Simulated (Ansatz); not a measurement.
Basis sets compared for (AgH)4 ring (Ag4H4). Total charge 0; singlet. Geometry PBE0-D4/def2-SVP. Ansatz on 4 threads of Intel Xeon Platinum 8375C on a shared host; times are rough, and most runs start from earlier orbitals.

```xyz
8

Ag   -0.3750    0.1423   -1.8931
H    -1.8135   -0.8563   -1.5269
Ag   -1.5938   -1.0722    0.2352
H    -1.1222   -1.1188    1.9602
Ag    0.3751   -0.1423    1.8931
H     1.8132    0.8567    1.5270
Ag    1.5937    1.0722   -0.2351
H     1.1225    1.1183   -1.9603
```

In the def2 sets Ag takes a core potential; there is no spin–orbit coupling.

Binding counts from free atoms (Ag doublet, H doublet) in the same basis, without a counterpoise term.

```
              level  functions  energy (Eh)  HOMO (eV)  LUMO (eV)  binding per atom (eV)  wall time
    PBE-D4/def2-SVP        144    -590.3517      -6.23      -2.62                   1.96      1.4 s
   PBE-D4/def2-TZVP        184    -590.5081      -6.24      -2.66                   1.96      1.7 s
r2SCAN-D4/def2-TZVP        184    -590.6617      -6.36      -2.37                   2.03      3.5 s
   PBE0-D4/def2-SVP        144    -590.2797      -7.28      -1.68                   1.90      1.8 s
  PBE0-D4/def2-TZVP        184    -590.4288      -7.28      -1.71                   1.90      2.5 s
```

**Question.** Estimate the rows for PBE-D4/def2-TZVPD, r2SCAN-D4/def2-TZVPD, PBE0-D4/def2-TZVPD.

**Answer.** 
```json
{"level": "PBE-D4/def2-TZVPD", "functions": "196", "energy (Eh)": "-590.5097", "HOMO (eV)": "-6.24", "LUMO (eV)": "-2.67", "binding per atom (eV)": "1.96", "wall time": "2 s"}
{"level": "r2SCAN-D4/def2-TZVPD", "functions": "196", "energy (Eh)": "-590.6630", "HOMO (eV)": "-6.37", "LUMO (eV)": "-2.38", "binding per atom (eV)": "2.03", "wall time": "3.9 s"}
{"level": "PBE0-D4/def2-TZVPD", "functions": "196", "energy (Eh)": "-590.4300", "HOMO (eV)": "-7.28", "LUMO (eV)": "-1.71", "binding per atom (eV)": "1.90", "wall time": "2.7 s"}
```
